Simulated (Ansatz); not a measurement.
The same path of CH7AlClNO2 (13 atoms, charge 0, multiplicity 1) was run twice with different band settings.

The calculation used Ansatz 0.2.0, RKS PBE-D4/6-31G.

Relaxed end points:

```xyz
13
Properties=species:S:1:pos:R:3
Al -0.196 -1.162 0.246
Cl 0.914 -2.932 -0.584
O 0.152 -0.756 1.915
O -1.757 -0.847 -0.488
H 0.935 0.167 -1.576
N 0.832 0.340 -0.566
C 0.123 1.643 -0.301
H -0.042 -1.210 2.752
H -2.553 -1.394 -0.590
H 1.769 0.335 -0.138
H 0.068 1.772 0.790
H 0.652 2.493 -0.761
H -0.897 1.552 -0.699
```

```xyz
13
Properties=species:S:1:pos:R:3
Al -0.242 -1.084 0.386
Cl 0.405 -2.316 -1.382
O 0.544 -1.461 1.907
O -1.878 -0.462 0.307
H 1.733 0.335 -0.209
N 0.772 0.601 0.052
C 0.139 1.471 -0.998
H 0.531 -2.247 2.479
H -2.746 -0.895 0.256
H 0.816 1.073 0.968
H -0.912 1.621 -0.717
H 0.666 2.434 -1.096
H 0.171 0.928 -1.954
```

Common settings: movable images 5; climbing image yes; spring 5.0 eV/Å²; optimiser quadratic models (default); start path through a guess of the saddle point; iteration limit 60; end points relaxed.

| run | force threshold |
| --- | --- |
| 1 | 0.05 eV/Å |
| 2 | 0.5 eV/Å |

(1) What does each run give, and how far can it be trusted?

## Answers

(1) Run 1: converged after 20 iterations, highest image 0.016 eV above the first end. A vibrational analysis at the climbing image gives no mode beyond 40i cm⁻¹: the surface is too flat there to confirm a saddle point.
Run 2: converged after 5 iterations, highest image 0.284 eV above the first end. The threshold of 0.5 eV/Å is loose, so the images may lie well off the minimum-energy path. The order of the stationary point at the top wasn't checked. Another band between the same ends, with other settings, climbed to 0.02 eV only, so this may not be the lowest route.
Limits of this set-up: no polarisation functions.
